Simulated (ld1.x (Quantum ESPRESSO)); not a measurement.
Results of a calculation; reference values are marked as such.
**Potentials for Cl compared**

Generated with ld1.x 7.5 (TM, RRKJ, ultrasoft, PAW), atompaw 4.2 or ONCVPSP 4.0.1. The cutoff is in Ry: for ld1.x and atompaw files where the sum of valence levels is converged to 10 mRy in a Bessel basis, for ONCV files where the hardest occupied wave has 1 mHa per electron of residual kinetic energy. The error is the largest all-electron minus pseudo excitation energy over each file’s own four to seven test configurations (ionisations up to +4, promotions, holes and added fractions of an electron), all of which were solved. The labels leave out finer settings (local radius, basis sizes, second energies), which also bear on the numbers. Spin-polarised tests are not counted. The rows are a selection from randomly drawn settings: files with unsolved tests, undetermined cutoffs or missed reference levels are left out.

| potential | cutoff (Ry) | largest error (meV) | bound ghosts |
| --- | --- | --- | --- |
| RRKJ, PBE, scalar-relativistic, rc 1.15/1.35 (sp), local s, core correction no, reference 3s2 3p5 | 60 | +219 | none |
| TM, PBEsol, scalar-relativistic, rc 1.25/1.45/1.20 (spd), local d, core correction no, reference 3s2 3p4 | 35 | +537 | none |
| TM, PBEsol, scalar-relativistic, rc 1.30/1.10/1.40 (spd), local s, core correction yes, reference 3s2 3p5 | 90 | +76 | none |
| ultrasoft, PBE, scalar-relativistic, rc 0.65/0.70 (sp), local smoothed, core correction no, reference 2s2 2p6 3s2 3p3.5 | 300 | +35 | none |

Task: Fill in the row for Cl: PAW, PW91, scalar-relativistic, rc 0.70/0.70 (sp), local smoothed, core correction yes, reference 2s2 2p6 3s2 3p4.

Result: cutoff 300 Ry, largest error -14 meV, bound ghosts: none.

Task: Fill in the row for Cl: TM, PBE, scalar-relativistic, rc 0.90/1.35/1.45 (spd), local d, core correction no, reference 3s2 3p4.

Result: cutoff 110 Ry, largest error +120 meV, bound ghosts: none.
